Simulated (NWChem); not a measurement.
# GeH3SeCl; SMILES [Se]([GeH3])Cl

Program: NWChem. All runs use the structure optimised with PBE0/def2-SVP. Ions are spin-unrestricted doublets at the neutral geometry; other ion states weren't tried.

**Question.** Predict the results for PBE0/def2-SVP. Quantities: vertical ionisation energy, ΔSCF (eV); −ε(HOMO) (eV).

**Answer.** 
| Item | Value |
|---|---|
| vertical ionisation energy, ΔSCF (eV) | 9.02 |
| −ε(HOMO) (eV) | 6.80 |
